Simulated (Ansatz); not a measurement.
Total energies of B2Cl6, SMILES `Cl[B-]1(Cl)[Cl+][B-](Cl)(Cl)[Cl+]1`.

Cartesian coordinates in Å:
```
Cl 1.687 -0.844 -1.970
B 1.153 -0.659 -0.299
Cl 2.145 -1.348 0.988
Cl -0.728 -1.226 -0.105
B -1.153 0.660 0.298
Cl -2.157 1.355 -0.977
Cl -1.673 0.834 1.975
Cl 0.726 1.229 0.089
```

Charge 0, multiplicity 1. Geometry: relaxed with PBE0-D4/def2-TZVP. Basis def2-TZVPP, Ansatz.

RPA on PBE orbitals: Hartree–Fock energy of these orbitals -2806.55092 Eh, correlation -2.18782 Eh (frozen core).

| functional | energy without D4 (Eh) | D4 term (kJ/mol) |
| --- | --- | --- |
| LDA (SPW92) | -2801.78444 | – |
| PBE | -2810.01670 | -48.1 |
| BLYP | -2811.15836 | -104.0 |
| r2SCAN | -2811.00988 | -11.4 |
| B97M-V | -2810.52797 | – |
| PBE0 | -2810.24521 | -41.4 |
| B3LYP | -2811.29080 | -79.1 |
| r2SCANh | -2810.99972 | -12.5 |
| HSE06 (plane-wave form) | -2810.19628 | -39.1 |
| BHLYP | -2811.17680 | -65.7 |
| CAM-B3LYP | -2811.25401 | -43.2 |
| ωB97X-V | -2810.79881 | – |
| ωB97M-V | -2811.07807 | – |
| B2PLYP | -2810.38634 | – |

Question: Give the same for revPBE, r2SCAN0, LC-ωPBE, PBE-QIDH. (Estimate.)

Answer: Ansatz gave: 
```
functional  energy without D4 (Eh)  D4 term (kJ/mol)
    revPBE             -2810.68742            -125.1
   r2SCAN0             -2810.98618             -14.0
   LC-ωPBE             -2810.41504                 –
  PBE-QIDH             -2809.74333                 –
```

B3LYP takes the VWN-RPA correlation (the form of Gaussian; ORCA's B3LYP/G). HSE06 is the plane-wave form, built on full-range PBE exchange. The double hybrids freeze the cores in their second-order part.

LC-ωPBE has ω = 0.4 bohr⁻¹.
